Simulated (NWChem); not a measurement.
System: C$_{4}$H$_{4}$OS; SMILES C=C1OC=CS1

Excerpt of the output:

```
             Northwest Computational Chemistry Package (NWChem) 7.3.0
             --------------------------------------------------------

 CS  symmetry detected

                             Geometry "geometry" -> ""
                             -------------------------

 Output coordinates in angstroms (scale by  1.889725989 to convert to a.u.)

  No.       Tag          Charge          X              Y              Z
 ---- ---------------- ---------- -------------- -------------- --------------
    1 C                    6.0000     0.01509635    -2.22023741     0.00000000
    2 C                    6.0000    -0.09670172    -0.87603503     0.00000000
    3 O                    8.0000    -1.32367596    -0.23669735     0.00000000
    4 C                    6.0000    -1.21002863     1.12672945     0.00000000
    5 C                    6.0000     0.04439924     1.62365499     0.00000000
    6 S                   16.0000     1.23651162     0.32290990     0.00000000
    7 H                    1.0000     1.00166056    -2.69790229     0.00000000
    8 H                    1.0000    -0.89086156    -2.83975512     0.00000000
    9 H                    1.0000    -2.16620754     1.66306304     0.00000000
   10 H                    1.0000     0.34403885     2.67694279     0.00000000

 Effective nuclear repulsion energy (a.u.)     275.0382455355

      Symmetry information
      --------------------

 Group name             Cs
 Group number              2
 Group order               2
 No. of unique centers    10

  pbe96 is a nonlocal functional; adding pw91lda local functional.

                                 NWChem DFT Module
                                 -----------------

 Summary of "ao basis" -> "ao basis" (spherical)
 ------------------------------------------------------------------------------
       Tag                 Description            Shells   Functions and Types
 ---------------- ------------------------------  ------  ---------------------
 C                          def2-svp                 6       14   3s2p1d
 O                          def2-svp                 6       14   3s2p1d
 S                          def2-svp                 8       18   4s3p1d
 H                          def2-svp                 3        5   2s1p

      Symmetry analysis of basis
      --------------------------

        a'         79
        a"         29

            General Information
            -------------------
          SCF calculation type: DFT
          Wavefunction type:  closed shell.
          No. of atoms     :    10
          No. of electrons :    52
           Alpha electrons :    26
            Beta electrons :    26
          Charge           :     0
          Spin multiplicity:     1
          Use of symmetry is: on ; symmetry adaption is: on
          Maximum number of iterations: 150
          AO basis - number of functions:   108
                     number of shells:    50
          Convergence on energy requested:  1.00D-06
          Convergence on density requested:  1.00D-05
          Convergence on gradient requested:  5.00D-04

              XC Information
              --------------
                          RPBE Exchange Functional  1.000
            Perdew 1991 LDA Correlation Functional  1.000 local
           PerdewBurkeErnz. Correlation Functional  1.000 non-local

             Grid Information
             ----------------
          Grid used for XC integration:  medium
          Radial quadrature: Mura-Knowles
          Angular quadrature: Lebedev.
          Tag              B.-S. Rad. Rad. Pts. Rad. Cut. Ang. Pts.
          ---              ---------- --------- --------- ---------
          C                   0.70       49          12.0       434
          O                   0.60       49          10.0       434
          S                   1.00       88          10.0       590
          H                   0.35       45          13.0       434
          Grid pruning is: on
          Number of quadrature shells:   513
          Spatial weights used:  Erf1

      Superposition of Atomic Density Guess
      -------------------------------------

 Sum of atomic energies:        -624.53483047

      Non-variational initial energy
      ------------------------------

 Total energy =    -627.832109
 1-e energy   =   -1403.069659
 2-e energy   =     500.199304
 HOMO         =      -0.190663
 LUMO         =       0.054426

      Symmetry analysis of molecular orbitals - initial
      -------------------------------------------------

  Numbering of irreducible representations:

     1 a'          2 a"

  Orbital symmetries:

     1 a'          2 a'          3 a'          4 a'          5 a'
     6 a'          7 a'          8 a'          9 a'         10 a"
    11 a'         12 a'         13 a'         14 a'         15 a'
    16 a'         17 a'         18 a"         19 a'         20 a'
    21 a'         22 a'         23 a'         24 a"         25 a"
    26 a"         27 a"         28 a"         29 a'         30 a'
    31 a'         32 a'         33 a'         34 a'         35 a'
    36 a'

     ---------------------------------------------
      Total Density - Mulliken Population Analysis
     ---------------------------------------------

    Atom       Charge   Shell Charges
 -----------   ------   -------------------------------------------------------
    1 C    6     6.51   1.99  0.96  0.28  2.15  1.11  0.02
    2 C    6     5.57   1.99  0.93  0.17  1.58  0.83  0.07
    3 O    8     8.44   1.99  1.09  0.66  2.89  1.80  0.01
    4 C    6     5.74   1.99  0.94  0.27  1.78  0.70  0.06
    5 C    6     6.18   1.99  0.97  0.29  1.92  0.98  0.03
    6 S   16    15.99   2.00  1.99  1.19  0.65  5.94  1.72  2.43  0.07
    7 H    1     0.89   0.66  0.20  0.03
    8 H    1     0.89   0.66  0.21  0.03
    9 H    1     0.91   0.67  0.22  0.02
   10 H    1     0.88   0.65  0.20  0.02

   convergence    iter        energy       DeltaE   RMS-Dens  Diis-err
 ---------------- ----- ----------------- --------- --------- ---------
 d= 0,ls=0.0,diis     1   -627.7776092650 -9.03D+02  1.44D-02  8.18D-01
 d= 0,ls=0.0,diis     2   -627.5955994607  1.82D-01  1.20D-02  2.11D+00
 d= 0,ls=0.0,diis     3   -627.8496939477 -2.54D-01  4.58D-03  1.92D-01
 d= 0,ls=0.0,diis     4   -627.8693766446 -1.97D-02  1.84D-03  7.48D-02
 d= 0,ls=0.0,diis     5   -627.8778645639 -8.49D-03  4.90D-04  3.75D-03
  Resetting Diis
 d= 0,ls=0.0,diis     6   -627.8780744572 -2.10D-04  3.24D-04  1.09D-03
 d= 0,ls=0.0,diis     7   -627.8782138955 -1.39D-04  3.18D-04  1.13D-04
 d= 0,ls=0.0,diis     8   -627.8780988561  1.15D-04  2.35D-04  8.89D-04
 d= 0,ls=0.0,diis     9   -627.8782297293 -1.31D-04  2.66D-05  1.24D-05
 d= 0,ls=0.0,diis    10   -627.8782310320 -1.30D-06  7.25D-06  1.07D-06
 d= 0,ls=0.0,diis    11   -627.8782311530 -1.21D-07  1.77D-06  3.59D-08

         Total DFT energy =     -627.878231152992
      One electron energy =    -1406.265320167543
           Coulomb energy =      560.695125915831
    Exchange-Corr. energy =      -57.346282436746
 Nuclear repulsion energy =      275.038245535467

 Numeric. integr. density =       51.999988496654

                  Occupations of the irreducible representations
                  ----------------------------------------------

                     irrep           alpha         beta
                     --------     --------     --------
                     a'               21.0         21.0
                     a"                5.0          5.0

                       DFT Final Molecular Orbital Analysis
                       ------------------------------------

 Vector   24  Occ=2.000000D+00  E=-2.777540D-01  Symmetry=a"
              MO Center=  3.1D-01,  5.5D-01,  1.1D-14, r^2= 2.5D+00
   Bfn.  Coefficient  Atom+Function         Bfn.  Coefficient  Atom+Function
  ----- ------------  ---------------      ----- ------------  ---------------
    83      0.421483   6 S  pz               34     -0.333167   3 O  pz
    80      0.333723   6 S  pz               62      0.289987   5 C  pz
    37     -0.240764   3 O  pz               65      0.209785   5 C  pz
    77      0.188805   6 S  pz               48      0.044222   4 C  pz
    87      0.036033   6 S  d  1

 Vector   25  Occ=2.000000D+00  E=-2.596129D-01  Symmetry=a"
              MO Center= -2.6D-01, -1.9D-01, -4.3D-15, r^2= 3.4D+00
   Bfn.  Coefficient  Atom+Function         Bfn.  Coefficient  Atom+Function
  ----- ------------  ---------------      ----- ------------  ---------------
    20      0.361820   2 C  pz               48     -0.322612   4 C  pz
     6      0.261911   1 C  pz               62     -0.244360   5 C  pz
    23      0.225691   2 C  pz               51     -0.201145   4 C  pz
     9      0.157100   1 C  pz               65     -0.157108   5 C  pz
    83      0.148308   6 S  pz               80      0.111470   6 S  pz

 Vector   26  Occ=2.000000D+00  E=-1.632529D-01  Symmetry=a"
              MO Center=  8.4D-02, -4.9D-01, -2.6D-14, r^2= 4.0D+00
   Bfn.  Coefficient  Atom+Function         Bfn.  Coefficient  Atom+Function
  ----- ------------  ---------------      ----- ------------  ---------------
    83      0.414986   6 S  pz                6     -0.364961   1 C  pz
     9     -0.299821   1 C  pz               80      0.270496   6 S  pz
    34      0.260832   3 O  pz               37      0.215838   3 O  pz
    48     -0.214444   4 C  pz               62     -0.215338   5 C  pz
    65     -0.165516   5 C  pz               77      0.150654   6 S  pz

 Vector   27  Occ=0.000000D+00  E=-2.760435D-02  Symmetry=a"
              MO Center= -3.9D-01,  1.0D+00, -6.7D-16, r^2= 3.0D+00
   Bfn.  Coefficient  Atom+Function         Bfn.  Coefficient  Atom+Function
  ----- ------------  ---------------      ----- ------------  ---------------
    65     -0.585515   5 C  pz               51      0.566707   4 C  pz
    48      0.453033   4 C  pz               62     -0.421414   5 C  pz
    83      0.337688   6 S  pz                9      0.182299   1 C  pz
    23     -0.174351   2 C  pz               37     -0.153101   3 O  pz
    20     -0.151908   2 C  pz               80      0.152234   6 S  pz

 Vector   28  Occ=0.000000D+00  E=-1.522084D-02  Symmetry=a'
              MO Center=  8.3D-01,  2.8D-01, -5.5D-16, r^2= 3.1D+00
   Bfn.  Coefficient  Atom+Function         Bfn.  Coefficient  Atom+Function
  ----- ------------  ---------------      ----- ------------  ---------------
    82      0.959113   6 S  py               17      0.707719   2 C  s
    59     -0.703707   5 C  s                90     -0.339193   7 H  s
    79      0.297839   6 S  py               22      0.278326   2 C  py
    64      0.276838   5 C  py               21      0.263018   2 C  px
   100     -0.261463   9 H  s                16      0.250831   2 C  s

 Vector   29  Occ=0.000000D+00  E=-4.246637D-03  Symmetry=a"
              MO Center= -1.3D-01, -1.1D+00, -1.8D-14, r^2= 2.9D+00
   Bfn.  Coefficient  Atom+Function         Bfn.  Coefficient  Atom+Function
  ----- ------------  ---------------      ----- ------------  ---------------
    23     -0.592200   2 C  pz                9      0.554955   1 C  pz
    20     -0.488906   2 C  pz                6      0.367681   1 C  pz
    37      0.293503   3 O  pz               34      0.269785   3 O  pz
    51     -0.214069   4 C  pz               83      0.214092   6 S  pz
    48     -0.161195   4 C  pz               65      0.131348   5 C  pz

     ---------------------------------------------
      Total Density - Mulliken Population Analysis
     ---------------------------------------------

    Atom       Charge   Shell Charges
 -----------   ------   -------------------------------------------------------
    1 C    6     6.07   1.99  0.89  0.24  2.10  0.84  0.02
    2 C    6     5.96   1.99  0.96  0.10  2.01  0.84  0.07
    3 O    8     8.21   1.99  1.11  0.65  2.86  1.58  0.02
    4 C    6     5.82   1.99  0.92  0.21  2.05  0.59  0.06
    5 C    6     6.10   1.99  0.93  0.25  2.08  0.83  0.03
    6 S   16    15.95   2.00  1.98  1.27  0.62  5.92  1.84  2.23  0.10
    7 H    1     0.98   0.74  0.21  0.03
    8 H    1     0.97   0.74  0.21  0.03
    9 H    1     0.98   0.75  0.20  0.02
   10 H    1     0.96   0.74  0.19  0.02

     -------------------------------------------
      Total Density - Lowdin Population Analysis
     -------------------------------------------

    Atom       Charge   Shell Charges
 -----------   ------   -------------------------------------------------------
    1 C    6     6.16   1.97  0.60  0.33  1.91  1.30  0.06
    2 C    6     6.08   1.97  0.66  0.31  1.84  1.16  0.16
    3 O    8     8.03   1.97  0.92  0.56  2.71  1.83  0.03
    4 C    6     5.98   1.96  0.61  0.30  1.86  1.09  0.14
    5 C    6     6.22   1.97  0.64  0.34  1.90  1.29  0.08
    6 S   16    15.67   2.00  1.95  0.97  0.63  5.81  1.91  2.29  0.12
    7 H    1     0.97   0.62  0.27  0.07
    8 H    1     0.97   0.62  0.27  0.07
    9 H    1     0.97   0.63  0.27  0.07
   10 H    1     0.96   0.62  0.27  0.07

     Multipole analysis of the density
     ---------------------------------

     L   x y z        total         alpha         beta         nuclear
     -   - - -        -----         -----         ----         -------
     0   0 0 0     -0.000000    -26.000000    -26.000000     52.000000

     1   1 0 0     -0.143757     -0.071879     -0.071879      0.000000
     1   0 1 0      0.615466      0.307733      0.307733      0.000000
     1   0 0 1      0.000000      0.000000      0.000000      0.000000

     2   2 0 0    -29.996955   -111.314393   -111.314393    192.631832
     2   1 1 0     -1.359269      1.819507      1.819507     -4.998284
     2   1 0 1     -0.000000     -0.000000     -0.000000      0.000000
     2   0 2 0    -27.405256   -165.485758   -165.485758    303.566260
     2   0 1 1      0.000000      0.000000      0.000000      0.000000
     2   0 0 2    -33.516964    -16.758482    -16.758482      0.000000
```

Level: RPBE/def2-SVP. Coordinates come from a PBE-D3(BJ)/def2-SVP optimisation.

Q: Reconstruct the input file.

A: This is not unique; one that fits is the input that was run:
```
start job
memory heap 200 mb stack 900 mb global 1100 mb
geometry units angstroms noautoz
  C     -0.000443    -2.215744     0.000000
  C     -0.096498    -0.870325     0.000000
  O     -1.315904    -0.216668     0.000000
  C     -1.186304     1.145335     0.000000
  C      0.073855     1.627542     0.000000
  S      1.250659     0.312931     0.000000
  H      0.980462    -2.704925     0.000000
  H     -0.913591    -2.824614     0.000000
  H     -2.136139     1.692825     0.000000
  H      0.385804     2.677250     0.000000
end
basis spherical
  C library def2-svp
  O library def2-svp
  S library def2-svp
  H library def2-svp
end
dft
  xc rpbe cpbe96
  iterations 150
  mulliken
end
task dft energy
```
